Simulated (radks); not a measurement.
Ionisation ladder of xenon, from Xe XXIII to Xe XLIV. Each ion is in the ground configuration listed by NIST, and IE = E(next ion) - E(this ion). Method: Dirac Kohn-Sham, PBE, spin-unpolarised, spherical densities, point nucleus; open shells are shared between the two j in proportion to 2j + 1; computed with a radial shooting solver on a logarithmic mesh with Libxc functionals.

species,configuration,E (hartree),"IE, Delta-SCF (eV)","IE, NIST (eV)",kind,error (eV)
Xe XXIII,[Ar] 3d10 4s2 4p2,-7234.17765,691.49,700,theory,-8.5
Xe XXIV,[Ar] 3d10 4s2 4p1,-7208.76584,725.84,736,theory,-10.2
Xe XXV,[Ar] 3d10 4s2,-7182.09181,825.05,818,theory,+7.0
Xe XXVI,[Ar] 3d10 4s1,-7151.77192,861.07,857.0,semi-emp.,+4.1
Xe XXVII,[Ar] 3d10,-7120.12803,1499.6,1493,theory,+6.6
Xe XXVIII,[Ar] 3d9,-7065.01769,1581.5,1571,theory,+10.5
Xe XXIX,[Ar] 3d8,-7006.89879,1664.9,1653,theory,+11.9
Xe XXX,[Ar] 3d7,-6945.71443,1749.9,1742,theory,+7.9
Xe XXXI,[Ar] 3d6,-6881.40848,1836.3,1826,theory,+10.3
Xe XXXII,[Ar] 3d5,-6813.92560,1924.2,1919,theory,+5.2
Xe XXXIII,[Ar] 3d4,-6743.21134,2013.6,2023,theory,-9.4
Xe XXXIV,[Ar] 3d3,-6669.21218,2104.4,2113,theory,-8.6
Xe XXXV,[Ar] 3d2,-6591.87573,2196.6,2209,theory,-12.4
Xe XXXVI,[Ar] 3d1,-6511.15086,2290.2,2300,theory,-9.8
Xe XXXVII,[Ar],-6426.98795,2587.3,2556,theory,+31.3
Xe XXXVIII,[Ne] 3s2 3p5,-6331.90808,2671.9,2637,theory,+34.9
Xe XXXIX,[Ne] 3s2 3p4,-6233.71740,2757.1,2726,theory,+31.1
Xe XL,[Ne] 3s2 3p3,-6132.39497,2842.8,2811,theory,+31.8
Xe XLI,[Ne] 3s2 3p2,-6027.92349,2928.8,2975,theory,-46.2
Xe XLII,[Ne] 3s2 3p1,-5920.29087,3015.0,3068,theory,-53.0
Xe XLIII,[Ne] 3s2,-5809.49241,3256.5,3243,theory,+13.5
Xe XLIV,[Ne] 3s1,-5689.81803,3338.9,3333.8,semi-emp.,+5.1

Reference values: NIST Atomic Spectra Database (exp. = measured, semi-emp. = semi-empirical, theory = theoretical value adopted there). The ionisation energy per charge of the ion left behind rises most, in proportion, at Xe XXVII ([Ar] 3d10), from 33.118 to 55.542 eV. Spin polarisation and multiplet splitting are left out, so open shells lie too high by an amount that depends on their filling. Sharing an open shell by 2j + 1 raises it above the true ground level by a part of the spin-orbit splitting, which enters the differences from NIST.

Beside tabulated values, note that spin-unpolarised runs miss the spin-polarisation part of the exchange energy of open shells.
